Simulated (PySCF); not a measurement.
Computed IR spectrum (relative IR intensity) of a molecule C₃H₆OSi. Geometry optimised at PBE-D3(BJ)/def2-SVP. One conformer was computed; it need not be the lowest. Level of theory: PBE-D3(BJ)/def2-SVP (PySCF 2.14.0). Frequencies are harmonic and unscaled.

```csv
ν (cm⁻¹),relative intensity
127,9.4
221,3.5
233,5.6
250,49
342,25
540,28
595,24
661,10
693,16
696,6.3
700,24
774,39
864,100
903,55
1060,41
1148,15
1187,3.0
1320,4.7
1428,3.5
2085,15
2160,56
2181,51
2876,30
2921,23
3391,30
3699,14
```

### Question
Identify the compound among the candidates.
A) C#C[SiH2]CO
B) C=C1C[SiH2]O1
C) C[Si@H]1C=CO1
D) [SiH3]C1=CCO1

### Answer
A, C#C[SiH2]CO
